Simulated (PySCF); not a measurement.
Species: C4H7N3S.
Cartesian coordinates in Å at the PBE0-D3(BJ)/def2-SVP level; atoms count from 1:
```
atom  x, y, z in Å
C1     2.8429   -0.1858   -0.0281
S2     1.4255    0.9209   -0.1750
C3     0.1605   -0.2670    0.0000
N4     0.3021   -1.5625    0.1367
N5    -0.9454   -2.0983    0.2417
C6    -1.8037   -1.1224    0.1650
N7    -1.1604    0.0763    0.0137
C8    -1.7210    1.3962   -0.1115
H9     3.7337    0.4476   -0.1294
H10    2.8171   -0.9423   -0.8225
H11    2.8367   -0.6869    0.9481
H12   -2.8880   -1.2132    0.2154
H13   -2.7920    1.3573    0.1241
H14   -1.2301    2.0851    0.5921
H15   -1.5951    1.7859   -1.1333
```

Computed at PBE0/pcSseg-1 (PySCF, non-relativistic), with Q(33S) = −0.0678 b, Q(14N) = 0.02044 b: S2, 33S (I = 3/2): χzz = 44.48 MHz, η = 0.746; N4, 14N (I = 1): χzz = -4.710 MHz, η = 0.517; N5, 14N (I = 1): χzz = -5.111 MHz, η = 0.277; N7, 14N (I = 1): χzz = -3.315 MHz, η = 0.194.

Q: Where would the pure quadrupole (NQR) lines of 33S at S2 fall for the rigid, isolated species?

A: From ν = (|χ|/2)√(1 + η²/3): ν = 24.21 MHz (sulfide sulfur).

Q: Find the zero-field quadrupole resonance frequencies of 14N at N4.

A: From ν± = (3/4)|χ|(1 ± η/3) and ν0 = |χ|η/2: ν+ 4.142 MHz, ν− 2.923 MHz, ν0 1.219 MHz (pyridine-type nitrogen).

Q: Where would the pure quadrupole (NQR) lines of 14N at N5 fall for the rigid, isolated species?

A: From ν± = (3/4)|χ|(1 ± η/3) and ν0 = |χ|η/2: ν+ 4.187 MHz, ν− 3.479 MHz, ν0 0.708 MHz (pyridine-type nitrogen).

Q: Where would the pure quadrupole (NQR) lines of 14N at N7 fall for the rigid, isolated species?

A: From ν± = (3/4)|χ|(1 ± η/3) and ν0 = |χ|η/2: ν+ 2.647 MHz, ν− 2.326 MHz, ν0 0.321 MHz (pyrrole-type nitrogen).

In a crystal, neighbours and librations shift these lines. These gradients aren't converged with respect to the basis.

One conformer stands for the species.
